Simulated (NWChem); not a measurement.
**Correlation energy of BeO**

```
Be
O 1 1.3594
```
Charge 0, spin multiplicity 1.

Program: NWChem. Structure: optimised with PBE/def2-SVP, a minimum by its harmonic frequencies.

Basis set: cc-pVQZ. Each correlation energy counts from its own Hartree-Fock reference.

The correlated methods keep 2 core orbitals frozen. The structure started from a generated list of species. Coupled-cluster values serve here as a point of comparison, not as the truth.

```tsv
method	correlation energy (mHa)
CR-CCSD[T]	-327.6
CR-CCSD(T)	-324.9
SCS-MP2	?
CCSD+T(CCSD)	-331.5
CCSD(T)	?
MP2	-324.0
CCSD	-310.2
```

**Question.** Complete the blanks.

**Answer.** 
- SCS-MP2, correlation energy (mHa): -316.9
- CCSD(T), correlation energy (mHa): -328.0
